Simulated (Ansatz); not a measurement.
C10H20 can be A, `CCCCCC1CCCC1`, or B, `CC(C)(C)/C=C/C(C)(C)C`.

Computed with Ansatz on PBE0-D4/def2-TZVP structures; ΔE is electronic, products minus reactants. CBS: MP2 limit from def2 TZ/QZ plus the TZ coupled-cluster correction, frozen cores. Functionals use def2-TZVPP. One conformer a species, not always the lowest.

Question: Which isomer does CCSD(T)/CBS put lower? Give the gap. (Best estimate.)

Answer: Computed: A, by 6.9 kcal/mol.

Question: Give E(B) − E(A) in kcal/mol with MP2/def2-TZVPP, PBE0-D4, B2PLYP, ωB97M-V, CCSD/def2-TZVPP, r2SCAN-D4, CCSD(T)/def2-TZVPP. (An estimate is asked.)

Answer: Ansatz gave: MP2/def2-TZVPP 6.4, PBE0-D4 11.4, B2PLYP 6.6, ωB97M-V 8.3, CCSD/def2-TZVPP 8.1, r2SCAN-D4 7.2, CCSD(T)/def2-TZVPP 6.7. None reverses the order clearly.

Largest T1 diagnostic: 0.009.

In def2-TZVPP, CCSD(T) changes the Hartree–Fock value by −2.0 kcal/mol (the triples alone add −1.4 kcal/mol) and MP2 by −2.3 kcal/mol. From PBE to PBE0 (25 % exact exchange), in def2-TZVPP and without D4, E(B) − E(A) moves by +2.7 kcal/mol.
